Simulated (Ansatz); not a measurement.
`[F][Ga]([Cl])[Cl]` → Cl• + `[F][Ga][Cl]`•  (homolysis of the Cl–Ga bond)

Calculated with Ansatz (gas phase, PBE0-D4/def2-TZVP geometries, no zero-point term in ΔE). CCSD(T)/CBS is the MP2 limit (def2-TZVPP, def2-QZVPP) plus CCSD(T) − MP2 in def2-TZVPP, frozen cores. This one scheme is used for every species, atoms too. Functionals use def2-TZVPP. B3LYP here is the variant with VWN-RPA as its local correlation; programs differ in this. HSE06 is defined as in plane-wave codes. No spin–orbit coupling; open shells (•) take unrestricted orbitals. Spin–orbit coupling would lower the free atoms: a little for Cl. Bonds to Ga are less sure, by a few kJ/mol each and by 10 to 20 or more in all where they break to atoms, as the def2 sets lack core-valence functions. Scalar relativity is left out up to krypton.

| level | ΔE (eV) | difference from CCSD(T)/CBS |
| --- | --- | --- |
| revPBE-D4 | 4.07 | -0.37 |
| B97M-V | 4.39 | -0.05 |
| r2SCANh-D4 | 4.25 | -0.19 |
| HSE06-D4 | 4.26 | -0.18 |
| CAM-B3LYP-D4 | 4.16 | -0.28 |
| ωB97M-V | 4.32 | -0.12 |
| PBE | 4.16 | -0.28 |
| BLYP | 3.85 | -0.59 |
| r2SCAN | 4.25 | -0.19 |
| B3LYP | 3.99 | -0.45 |
| MP2/def2-SVP | 4.33 | -0.11 |
| CCSD(T)/def2-SVP | 4.18 | -0.26 |
| HF/def2-TZVPP | 3.27 | -1.17 |
| HF/def2-QZVPP | 3.26 | -1.18 |
| SCS-MP2/def2-QZVPP | 4.47 | 0.03 |
| HF/CBS(def2) | 3.26 | -1.18 |
| CCSD(T)/CBS | 4.44 | 0 |

Largest T1 diagnostic among the species: 0.016.

From PBE to PBE0 (25 % exact exchange), in def2-TZVPP and without D4, ΔE moves by +0.05 eV. At CCSD(T), def2-SVP lies −0.27 eV from the extrapolated value and def2-TZVPP −0.15 eV: correlation converges slowly with the basis, and small sets miss more of it in the bonded molecule than in its fragments.

CCSD(T)/CBS has its own doubt, a few kJ/mol and more with outer-core shells, so smaller differences from it don't rank the levels.
